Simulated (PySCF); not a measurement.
**RuNCl₂: from structure and modes to constants**

Level of theory: UPBE0 in PySCF with Ru def2-TZVP with ECP28, N def2-TZVP, Cl def2-TZVP; scalar-relativistic core potentials, no spin–orbit coupling; density-fitted integrals.

The doublet minimum has C2v symmetry. Masses (u): Ru 101.90435, N 14.00307, Cl 34.96885.

```xyz
4
charge 0 multiplicity 2, angstrom
Ru    0.2105   -0.1582    0.0000
N     1.4604   -1.0979    0.0000
Cl   -0.5960    0.4480   -1.9695
Cl   -0.5960    0.4480    1.9695
```

Harmonic wavenumbers (cm⁻¹): 99.5 (b1, ×1), 100.6 (a1, ×1), 246.0 (b2, ×1), 382.7 (a1, ×1), 446.4 (b2, ×1), 1221.9 (a1, ×1).

(1) Find the principal moments of inertia and the rotational constants. What kind of rotor is it?

(2) Find the vibrational entropy and heat capacity at 298.15 K.

Answers

(1) About the centre of mass I = 92.69, 271.28, 363.97 u Å². With B = 16.8576/I this gives 0.1819, 0.06214, 0.04632 cm⁻¹. The molecule is an asymmetric top with κ = -0.77.

(2) With u = 1.43878 ω/T, each mode gives S = R[u/(eᵘ−1) − ln(1−e⁻ᵘ)] and C = R u² eᵘ/(eᵘ−1)².
```json
{"ω (cm⁻¹)": "99.5", "u": "0.480", "S (J/(mol K))": "14.49", "C (J/(mol K))": "8.16"}
{"ω (cm⁻¹)": "100.6", "u": "0.485", "S (J/(mol K))": "14.41", "C (J/(mol K))": "8.15"}
{"ω (cm⁻¹)": "246.0", "u": "1.187", "S (J/(mol K))": "7.36", "C (J/(mol K))": "7.40"}
{"ω (cm⁻¹)": "382.7", "u": "1.847", "S (J/(mol K))": "4.30", "C (J/(mol K))": "6.31"}
{"ω (cm⁻¹)": "446.4", "u": "2.154", "S (J/(mol K))": "3.38", "C (J/(mol K))": "5.73"}
{"ω (cm⁻¹)": "1221.9", "u": "5.897", "S (J/(mol K))": "0.16", "C (J/(mol K))": "0.80"}
```
The sums over all modes are S = 44.1 and C = 36.5 J/(mol K); the softest mode gives 33 % of the entropy.

This need not be the most stable arrangement of these atoms. Open d and f shells are described by one determinant, and the ground state may have another occupation or spin.
